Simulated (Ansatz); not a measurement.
This geometry of C₂H₁₁NSi₂ (16 atoms, charge 0, multiplicity 1) is a first-order saddle point.

Method: Ansatz 0.2.0, RKS PBE0-D4/def2-SVP.

```xyz
16
Properties=species:S:1:pos:R:3
C 0.265 1.934 0.221
N 1.464 1.171 0.449
C 1.479 -0.148 -0.146
Si 0.111 -1.389 0.407
Si -1.947 -1.163 -0.720
H 0.354 2.925 0.690
H 0.123 2.095 -0.861
H -0.671 1.466 0.602
H 1.661 1.109 1.444
H 2.450 -0.627 0.072
H 1.445 -0.053 -1.247
H 0.597 -2.789 0.180
H -0.113 -1.222 1.882
H -2.121 -2.240 -1.746
H -2.028 0.154 -1.427
H -3.090 -1.245 0.243
```

Task: Which two structures does it join? (They come from a converged band through this point; their orientation in space is the band's.)

Result: No bond is made or broken. The dihedral C3–Si4–Si5–H16 goes from 161 to -79°. The two ends are copies of one structure, up to a mirror image or an exchange of like atoms.

First end point:

```xyz
16
Properties=species:S:1:pos:R:3
C 0.491 1.759 -0.703
N 1.497 1.087 0.075
C 1.473 -0.358 0.016
Si 0.018 -1.290 0.861
Si -2.102 -0.916 -0.079
H 0.604 2.848 -0.602
H 0.619 1.517 -1.772
H -0.562 1.509 -0.440
H 1.488 1.410 1.038
H 2.395 -0.756 0.475
H 1.518 -0.675 -1.041
H 0.301 -2.762 0.795
H -0.029 -0.900 2.310
H -2.007 -0.891 -1.574
H -2.668 0.394 0.374
H -3.061 -1.998 0.310
```

Last end point:

```xyz
16
Properties=species:S:1:pos:R:3
C 0.207 1.947 -0.054
N 1.287 1.214 0.550
C 1.511 -0.114 0.025
Si 0.212 -1.482 0.399
Si -1.912 -1.146 -0.546
H 0.130 2.946 0.402
H 0.409 2.095 -1.128
H -0.796 1.470 0.022
H 1.192 1.193 1.561
H 2.474 -0.499 0.405
H 1.638 -0.051 -1.071
H 0.741 -2.789 -0.112
H 0.054 -1.605 1.887
H -2.688 -2.426 -0.606
H -1.776 -0.617 -1.941
H -2.705 -0.158 0.252
```

Task: How far does it lie above each of them?

Result: 0.048 eV above the first and 0.048 eV above the second. This is the barrier of this one path; another mechanism may lie lower.

Time of the run: 6.1 min on 2 threads of Arm Neoverse V1, on a shared host, peak memory 0.34 GiB.
